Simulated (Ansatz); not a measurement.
Several settings on one geometry of BeI₂ (that of the charge 0 singlet, PBE-D4/def2-TZVP). Ansatz on 4 threads of Arm Neoverse V1 on a shared host; times are rough.

Cartesian coordinates in Å:
```
Be 0.0003 0.0002 0.0000
I -0.0166 -0.0207 2.1687
I 0.0163 0.0205 -2.1686
```

Totals from different functionals, basis sets or treatments of relativity can't be compared as stabilities.

In the def2 sets I takes a core potential; there is no spin–orbit coupling.

The spins typed aren't always the lowest for that charge.

Task: Give the basis size and estimate the energy, ⟨S²⟩ and time of these runs.

```csv
run,method,charge,state,further keys
1,UKS rPW86-PBE-D3(BJ)-ATM/def2-mTZVPP,-1,doublet,scf: {omitted_lower_state_checks: [starts]}; forces asked
2,RKS SVWN5/def2-SVPD,0,singlet,"point_charges: [{charge: 2.00, position_ang: [4.754, -0.845, 0.163]}]; scf: {lower_state_search: light}"
3,ROKS RPBE-D3(BJ)-ATM/def2-mTZVP,0,triplet,pseudopotentials: {relativity: none}; scf: {omitted_lower_state_checks: [starts]}; forces asked
```

Result: 
| run | functions | energy (Eh) | ⟨S²⟩ | wall time |
| --- | --- | --- | --- | --- |
| 1 | 83 | -610.6198 | 0.75 | 12 s |
| 2 | 82 | -609.2388 | – | 0.35 s |
| 3 | 83 | -610.0625 | – | 17 s |

The highest occupied level of an anion often lies above zero with these methods, and sets without diffuse functions describe the outer electron poorly. At ROKS RPBE-D3(BJ)-ATM/def2-mTZVP the program marks the result for the charge 0 triplet as doubtful (asymmetric forces).
